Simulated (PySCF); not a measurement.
The numbers are results of PySCF with B3LYP-D3(BJ)/def2-TZVP // PBE-D3(BJ)/def2-SVP, not measurements. Isolated molecules, 0 K electronic values unless said otherwise. One relaxed conformer stands for a flexible species; it need not be the lowest. B3LYP has the VWN-RPA correlation part, as in Gaussian. 

Reference species: [Zn(CH3)(Br)] (neutral, multiplicity 1).

| Property | Result |
|---|---|
| charge on the central atom (meta-Löwdin) | 1.08 e |
| HOMO–LUMO gap | 6.94 eV |
| coordination number | 2 |

Changed species: [Zn(CH3)2] (0 of 2 CH3 replaced by Br; the reference has 1 of 2 CH3 replaced by Br).

### Question
Predict the effect on the charge on the central atom (meta-Löwdin), HOMO–LUMO gap and coordination number.

### Answer
the charge on the central atom (meta-Löwdin) falls by 0.04 e, to 1.04 e; the HOMO–LUMO gap falls by 0.09 eV, to 6.85 eV; the coordination number is nearly the same.
